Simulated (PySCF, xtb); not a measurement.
C2H7BClN, SMILES CCB(N)Cl. One conformer was computed; it need not be the lowest.

Harmonic wavenumbers (cm⁻¹) from GFN2-xTB in xtb at its own minimum, in rising order: 58, 187, 230, 290, 351, 377, 534, 603, 604, 757, 784, 996, 997, 1025, 1094, 1238, 1315, 1363, 1412, 1475, 1509, 1513, 1524, 2955, 2978, 3025, 3027, 3035, 3492, 3532.

**Question.** What does PBE-D3(BJ)/def2-SVP run with PySCF give at its own minimum? (The exact figures need the calculation; the answer reports its results.)

**Answer.** 74, 191, 218, 298, 371, 401, 498, 594, 631, 725, 797, 955, 964, 1008, 1083, 1206, 1273, 1333, 1355, 1377, 1430, 1432, 1540, 2958, 2965, 3001, 3039, 3047, 3513, 3620. Paired by order, the mean absolute difference is 30 cm⁻¹ and the zero-point energies are 60.4 and 59.9 kcal/mol.
